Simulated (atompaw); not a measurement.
**barium (Ba): PAW (atompaw) pseudisation with LDA (PW92), scalar-relativistic reference atom.**

Ba (Z = 56), PAW, made with atompaw 4.2.0.5 (LDA (PW92), scalar-relativistic). Core [Xe], reference 5d0 6s1.5 6p0 (charge +0.5). Waves: 6s (bound): rc 3.00 bohr; 6s channel at 0.2 Ry: rc 3.00 bohr; 6p (bound, empty): rc 3.00 bohr; 6p channel at 0.25 Ry: rc 3.00 bohr; 5d (bound, empty): rc 3.00 bohr; 5d channel at 3.8 Ry: rc 3.00 bohr. Local part: bessel scheme, radius 1.78 bohr. Core correction: smooth core density matched at 1.75 bohr. Augmentation charge: gaussian compensation charge, radius 2.65 bohr; PAW radius 3.00 bohr; waves and projectors: custom polynom gramschmidtortho.

All-electron outer shells of the reference configuration (LDA (PW92), scalar-relativistic, ld1.x):

```csv
shell,level (eV),outermost node (bohr),outermost maximum (bohr)
5p,-21.52,0.86,1.67
6s,-5.52,1.96,3.95
5d,-4.59,1.00,2.46
6p,-3.13,2.34,5.01
```

Calculated quality:

```
Cutoffs needed                                           : 6 Ry and 6 Ry (the cutoffs (Ry, on a coarse ladder) from which the occupation-weighted sum of valence levels, in a spherical-Bessel basis at the reference potential, stays within 10 and 1 mRy of its value at 400 Ry)
Ghost test                                               : ghost states, extra bound levels that the all-electron valence spectrum of the same l lacks: s at -37.4 eV, p at -21.6 eV; a true bound ghost makes a file unfit for plane-wave use (spherical-Bessel basis up to 400 Ry, 20 bohr box)
Lowest eigenvalue of the overlap operator                : 0.67 (s channel)
Overlap eigenvalues printed by atompaw (projector basis) : 0.653, 1.09, 1.35, 11.9, 140, 175
Share of each valence orbital outside the PAW sphere     : 6s 86 %, 6p 95 %, 5d 50 %
```

Generation and tests took about 6.7 s on one core of a shared server CPU.
